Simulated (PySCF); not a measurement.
Precursor series Zr Cl-F. Isolated molecules, 0 K electronic values unless said otherwise.

The charge on the central atom (Mulliken) from two functionals at the same geometries (r2SCAN-D4/def2-SVP), both in PySCF: PBE-D3(BJ)/def2-TZVP and B3LYP-D3(BJ)/def2-TZVP. B3LYP has the VWN-RPA correlation part, as in Gaussian. 

```
species                                  PBE-D3(BJ)/def2-TZVP (e)  B3LYP-D3(BJ)/def2-TZVP (e)
---------------------------------------  ------------------------  --------------------------
0 of 4 Cl replaced by F ([Zr(Cl)4])                          1.20                        1.32
1 of 4 Cl replaced by F                                      1.32                        1.46
2 of 4 Cl replaced by F ([Zr(Cl)2(F)2])                      1.43                        1.58
3 of 4 Cl replaced by F                                      1.53                        1.70
4 of 4 Cl replaced by F ([Zr(F)4])                           1.63                        1.82
```

Over these rows, drawn at random from the members with no instability flagged (it was tested for open shells, ions and some series alone), PBE minus B3LYP-D3(BJ): mean -0.16 e, from -0.19 e to -0.12 e.
